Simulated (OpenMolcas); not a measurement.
Ni III.

```yaml
Program: OpenMolcas 26.06
Basis: ANO-RCC-VTZP [6s5p3d2f1g]
Scalar_Hamiltonian: DKH2, point nucleus
Active_space: 8 electrons in 5 orbitals (3d)
State_averaging: 2S+1 = 3 even, 10 roots; 2S+1 = 1 even, 15 roots kept (CI in the orbitals of an earlier block)
Spin-orbit_coupling: state interaction with AMFI integrals over the reference wave functions, term energies averaged over their components
```

Two sets of levels on these reference wave functions, in cm⁻¹ above 3d⁸ ³F₄: one from CASSCF and one from SS-CASPT2, IPEA 0.25 Eh, imaginary shift 0.1 Eh (closed shells correlated: 3s 3p).

```
  Level  Set 1  Set 2
3d⁸ ³F₄    0.0    0.0
3d⁸ ³F₃   1346   1344
3d⁸ ³F₂   2250   2270
3d⁸ ¹D₂  13860  17190
3d⁸ ³P₂  17200  20790
3d⁸ ³P₁  17560  21180
3d⁸ ³P₀  17820  21450
3d⁸ ¹G₄  23800  26670
3d⁸ ¹S₀  53600  64360
```

**Question.** Which set is which?

**Answer.** Set 1 is SS-CASPT2. Its levels of the other terms of 3d⁸ lie at 0.81 to 0.89 of the other set's values, as expected, since terms of lower spin or lower L gain more correlation energy than the Hund ground term. Against 8 measured levels (Corliss and Sugar, J. Phys. Chem. Ref. Data 10, 197 (1981)) the mean absolute deviation is 460 cm-1 with it and 3900 cm-1 without; single levels miss by up to 1100 cm-1 with it.

CASPT2 does not keep the components of a term degenerate, so their means are used; among the terms shown or strongly mixed into the levels shown the widest spread is 850 cm-1 (3d⁸ ¹G, SS-CASPT2). Terms from blocks run as CI alone lack orbitals of their own. Without dynamic correlation excited terms often stand tens of per cent too high (terms of higher spin than the ground term too low), and those without a measured partner can miss by more than the paired ones (holds for CASSCF). Some levels mix across a computed gap that differs much from the measured one, so their mixing is not that of the real levels (holds for CASSCF). Computed and measured levels are paired by configuration, term and J; levels that our copy of the source lacks, or whose pairing is in doubt (as where it misses far off the trend of its configuration), stay unpaired and out of the deviations. Only configurations of the active space appear.
